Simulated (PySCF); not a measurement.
## Zirconium: a sound run and one with changed settings

Sound run: Zr [Kr] 4d2 5s2, Zr⁺ [Kr] 4d2 5s1. All numbers are calculated (PySCF 2.14, a scalar-relativistic core potential, in cc-pVDZ-PP with ECP28MDF). The sound run starts from symmetry-adapted Hartree-Fock orbitals and uses a fine grid where one is needed.

A second run was set up differently.

```tsv
species	method	sound run (hartree)	changed run (hartree)	converged
Zr	UHF	-46.30208	-46.30208	yes
Zr	M06-2X	-46.67278	-46.66785	yes
Zr	PBE	-46.75276	-46.76488	yes
Zr⁺	UHF	-46.10994	-46.10994	yes
Zr⁺	M06-2X	-46.41533	-46.40920	yes
Zr⁺	PBE	-46.51521	-46.52776	yes
```

Ionisation energy of Zr:

| method | sound run (eV) | changed run (eV) |
| --- | --- | --- |
| UHF | 5.228 | 5.228 |
| M06-2X | 7.006 | 7.038 |
| PBE | 6.464 | 6.452 |

(1) What was changed?
A. level shift left on
B. basis contracted for another Hamiltonian
C. angular grid far too coarse
D. all electrons correlated in a valence basis

Results:

(1) C. It used 26 angular points. A coarse angular grid integrates products of high-l functions wrongly, so density functionals can shift, and the SCF can exploit the error; Hartree-Fock and MP2 need no grid.
